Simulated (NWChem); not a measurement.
Molecule: C3H6OSi; SMILES OC[SiH2]C#C

```xyz
11

C      0.8507     2.5336    -0.0508
C      0.1472     1.5436     0.0257
Si    -0.9119     0.0473     0.1293
C      0.0111    -1.4739    -0.5176
O      1.0972    -1.7405     0.3331
H      1.4730     3.4087    -0.1153
H     -2.1247     0.2572    -0.7199
H     -1.3274    -0.1584     1.5464
H     -0.7146    -2.3135    -0.5683
H      0.3206    -1.2649    -1.5624
H      1.6049    -2.4704    -0.0349
```
Atoms are numbered in this order, from 1.

Program: NWChem. Pople sets run with spherical d functions. Coordinates come from a PBE0/def2-SVP optimisation. Level: PBE0/6-31+G*; rows give the wavelength of the field.

| field | isotropic polarisability (bohr³) | anisotropy (bohr³) |
|---|---|---|
| static | 61.1 | 28.5 |
| 1065 nm | [?] | [?] |
| 589 nm | 63.4 | 30.5 |

Task: What belongs in the gaps?

Result: 
- 1065 nm, isotropic polarisability (bohr³): 61.8
- 1065 nm, anisotropy (bohr³): 29.1
